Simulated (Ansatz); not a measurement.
Consider the substitution at a C–B bond: `O=CBF` + `C=N` → `C=NC=O` + `BF`.

Program: Ansatz. Geometries: PBE0-D4/def2-TZVP. ΔE: electronic, gas phase. CCSD(T)/CBS adds triple-zeta CCSD(T) − MP2 to the extrapolated MP2 energy (def2 sets, frozen cores). This one scheme is used for every species. Functionals use def2-TZVPP. B3LYP here is the variant with VWN-RPA as its local correlation; programs differ in this. One conformer a species, not always the lowest.

```json
{"level": "BHLYP-D4", "ΔE (kJ/mol)": "-23.2"}
{"level": "CAM-B3LYP-D4", "ΔE (kJ/mol)": "-24.4"}
{"level": "PBE-QIDH", "ΔE (kJ/mol)": "-24.4"}
{"level": "PBE0", "ΔE (kJ/mol)": "-24.9"}
{"level": "B3LYP", "ΔE (kJ/mol)": "-23.1"}
{"level": "BHLYP", "ΔE (kJ/mol)": "-22.1"}
{"level": "MP2/def2-SVP", "ΔE (kJ/mol)": "-28.0"}
{"level": "CCSD/def2-SVP", "ΔE (kJ/mol)": "-19.4"}
```

**Question.** What does CCSD(T)/CBS give? (Estimate.)

**Answer.** Computed: -15.4 kJ/mol. The listed levels differ from it by -7.8, -9.0, -9.0, -9.5, -7.7, -6.7, -12.6, -4.0 kJ/mol.

Largest T1 diagnostic among the species: 0.016.

At CCSD(T), def2-SVP lies −6.3 kJ/mol from the extrapolated value and def2-TZVPP −0.8 kJ/mol. Leaving LDA and LC-ωPBE aside and taking each functional with its dispersion term where it has one, the values, not all of them listed here, spread over 10.9 kJ/mol, from r2SCAN-D4 to ωB97M-V. LDA lies −11.0 kJ/mol from PBE without D4.
